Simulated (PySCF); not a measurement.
B2HO2, SMILES O=BB=[OH+], charge +1. Heavy atoms are numbered as in [O:1]=[B:2][B:3]=[OH+:4]. Hydrogens are named by the atom that carries them.

Geometry: PBE-D3(BJ)/def2-TZVP. The isomer is the one that the SMILES or the coordinates give; other isomers of the formula were not compared. The values are those of a single conformer.

Computed with PBE0/pcSseg-2 (PySCF).

GIAO shieldings, no solvent; atoms alike by connectivity are averaged. δ = σ(ref) − σ: ¹⁷O against H2O (σ = 327.8 ppm); ¹¹B against BF3 (σ = 88.8 ppm); ¹H against TMS (σ = 31.54 ppm), references at their B3LYP-D3(BJ)/def2-TZVP geometries, non-relativistic.

Computed chemical shifts:
```csv
nucleus,atoms,count,δ (ppm)
¹⁷O,O1,1,444.0
¹⁷O,O4 (OH),1,121.9
¹¹B,B2,1,1.0
¹¹B,B3,1,-8.7
¹H,H on O4,1,8.16
```
